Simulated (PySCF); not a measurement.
B(H)(Me)(SeH) (CH₅BSe), SMILES [SeH]BC. Coordinates come from a PBE0-D3(BJ)/def2-SVP optimisation. One conformer was computed; it need not be the lowest.

The numbers are results of PBE0-D3(BJ)/def2-SVP in PySCF 2.14.0, not measurements.

Harmonic wavenumbers (cm⁻¹): 127, 243, 401, 611, 696, 729, 843, 872, 1036, 1137, 1313, 1427, 1430, 2456, 2634, 3042, 3121, 3159. Rotational constants (GHz): 34.78, 3.566, 3.300; symmetry number 1.

Task: Work out the zero-point energy and the ideal-gas rigid-rotor harmonic-oscillator thermochemistry at 298.15 K and 1 atm.

Result: ZPE = ½ Σ hcν = ½ × 25277 cm⁻¹ = 151.19 kJ/mol. H − E(el) = 166.52 kJ/mol. Entropy in J/(mol K): translation 167.00, rotation 101.16, vibration 30.40, total 298.56. G − E(el) = 77.51 kJ/mol. Cp = 74.42 J/(mol K). Modes under 150 cm⁻¹ make the vibrational entropy uncertain.
